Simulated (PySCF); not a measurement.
A PySCF script (with the pyscf-properties extension) for the spin–spin couplings of SMILES [F][GaH2], FGaH₂, on a PBE0-D3(BJ)/def2-SVP geometry:

```python
import basis_set_exchange as bse
import numpy as np
from pyscf import gto, dft
from pyscf.data import nist
from pyscf.prop import ssc

atoms = """
F    -1.113764   -1.165166    0.002070
Ga    0.102978    0.103634    0.003118
H     1.569587   -0.426221    0.006826
H    -0.489967    1.545978   -0.004132
"""
names = {"F": "pcJ-1", "Ga": "pcSseg-1", "H": "pcJ-1"}
basis = {el: gto.basis.parse(bse.get_basis(n, elements=[el], fmt="nwchem")) for el, n in names.items()}
mol = gto.M(atom=atoms, basis=basis, charge=0, verbose=0)
mf = dft.RKS(mol, xc="B3LYP")
mf.grids.level = 2
mf.grids.alignment = dft.numint.BLKSIZE   # the property module wants whole blocks of grid points
mf.conv_tol = 1e-9
mf.kernel()

sc = ssc.RKS(mf)
sc.with_fcsd = True   # Fermi contact and spin-dipole together
sc.max_cycle_cphf = 60
g = {"F": 5.257736, "H": 5.58569468}   # nuclear g factors of 19F, 1H
sc.nuc_pair = [(i, j) for i in range(mol.natm) for j in range(i + 1, mol.natm)
               if mol.atom_pure_symbol(i) in g and mol.atom_pure_symbol(j) in g]
K = sc.kernel()
unit = nist.HARTREE2J / nist.PLANCK * (0.5 * nist.E_MASS / nist.PROTON_MASS) ** 2
for (i, j), k in zip(sc.nuc_pair, K):
    a, b = mol.atom_pure_symbol(i), mol.atom_pure_symbol(j)
    J = unit * g[a] * g[b] * np.trace(k) / 3
    if abs(J) >= 1:
        print("%s%d %s%d %8.1f Hz" % (a, i, b, j, J))
```

Task: What are the results?

Result: 
```
F0 H2     47.4 Hz
F0 H3     47.6 Hz
H2 H3    105.2 Hz
```

These numbers come from an equivalent density-fitted implementation of the same equations, which agrees with the script to about 0.1 Hz, so last digits may differ.

Size and cost of the density-fitted run: 88 basis functions, 3 s wall time on 1 thread of an x86-64 server CPU, shared host.
